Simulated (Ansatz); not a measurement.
Ansatz (a first-principles code) input file for C₄H₅F, SMILES C1=CC[C@H]1F, PBE/def2-SVPD. Geometry: PBE0-D3(BJ)/def2-SVP. The structure was generated by enumeration; whether it is a known compound was not checked.

Ansatz 0.2 input:
```yaml
crystal:
  periodic: [false, false, false]
  atoms:
    - {symbol: F, position_ang: [-1.51419765, 0.66576095, 0.43019417]}
    - {symbol: C, position_ang: [-0.51824688, 0.18470359, -0.37532359]}
    - {symbol: C, position_ang: [0.85369557, 0.77811301, -0.20018292]}
    - {symbol: C, position_ang: [1.40979894, -0.41383908, 0.06496906]}
    - {symbol: C, position_ang: [0.10312803, -1.17148363, 0.05436693]}
    - {symbol: H, position_ang: [-0.89099776, 0.19229326, -1.41528769]}
    - {symbol: H, position_ang: [1.24006992, 1.79323808, -0.31725390]}
    - {symbol: H, position_ang: [2.44341447, -0.74394374, 0.20183449]}
    - {symbol: H, position_ang: [0.00260987, -2.01384089, -0.65037718]}
    - {symbol: H, position_ang: [-0.25757152, -1.48455875, 1.04635974]}
basis:
  gaussian:
    orbitals: def2-SVPD
hamiltonian:
  xc: {name: PBE}
```

It prints:

```
WARN ansatz: RAYON_NUM_THREADS=1 ignored (pool sized by the plan → 1); use --threads N
Functional definition: PBE
integrals: 0.06 GiB planned
1181 factors; their error is unknown
mean field: 0.50 GiB planned
mean field evaluation 1: about -6923.9064 eV, gradient 5.6e1 eV
mean field evaluation 2: about -6912.2316 eV, gradient 8.7e1 eV
mean field evaluation 4: about -6931.8002 eV, gradient 6.3e0 eV
mean field evaluation 8: about -6931.8690 eV, gradient 1.7e-1 eV
mean field evaluation 16: about -6931.7836 eV, gradient 7.0e-4 eV
mean field -6931.78364568 eV, -254.7383504470 hartree, gradient 5.8e-5 eV, S^2 0.000000; 0 other end points of the search recorded, 0 dependent functions left out
reference -6931.78368738 eV, -254.7383519794 hartree; 19, 19 occupied and 124, 124 virtual orbitals, 1181 factors
Total energy: -6931.78368738 eV, -254.7383519794 hartree
```

The calculation finished and met its thresholds.
